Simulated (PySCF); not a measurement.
Al(F)(OH)2 (AlFH2O2), SMILES [OH][Al]([OH])[F].

Geometry optimised at TPSSh-D3(BJ)/def2-SVP. The values are those of a single conformer.

Calculation: TDA-ωB97X/def2-SVPD in PySCF.

Vertical excitations. Isolated molecule, no solvent. State labels are in the subgroup Cs.

```
state  symmetry  energy (eV)  λ (nm)      f                                                                    main pairs
-----  --------  -----------  ------  -----  ----------------------------------------------------------------------------
S1           A"         7.36     168  0.000                                                                HOMO→LUMO 86 %
S2           A"         7.92     157  0.145                                                              HOMO−1→LUMO 84 %
S3           A'         8.10     153  0.030                                                              HOMO−2→LUMO 81 %
S4           A'         8.18     151  0.091                                                              HOMO−3→LUMO 78 %
S5           A'         9.53     130  0.018                                            HOMO→LUMO+1 42 %, HOMO−4→LUMO 38 %
S6           A"         9.57     130  0.046       HOMO→LUMO+2 39 %, HOMO−5→LUMO 22 %, HOMO−1→LUMO+3 20 %, HOMO→LUMO+3 6 %
S7           A"         9.62     129  0.003                       HOMO−3→LUMO+1 61 %, HOMO−2→LUMO+1 15 %, HOMO→LUMO+3 9 %
S8           A'         9.67     128  0.169                                            HOMO−4→LUMO 42 %, HOMO→LUMO+1 39 %
S9           A"         9.68     128  0.000     HOMO−2→LUMO+1 47 %, HOMO→LUMO+3 23 %, HOMO−1→LUMO+2 13 %, HOMO−5→LUMO 7 %
S10          A"         9.70     128  0.001  HOMO−3→LUMO+1 34 %, HOMO−2→LUMO+1 21 %, HOMO→LUMO+3 18 %, HOMO−1→LUMO+2 14 %
T1           A"         7.11     174      0                                                                HOMO→LUMO 83 %
T2           A"         7.57     164      0                                                              HOMO−1→LUMO 78 %
T3           A'         7.74     160      0                                            HOMO−3→LUMO 45 %, HOMO−2→LUMO 38 %
T4           A'         7.79     159      0                                            HOMO−2→LUMO 44 %, HOMO−3→LUMO 36 %
```
Triplets are in the Tamm–Dancoff approximation.
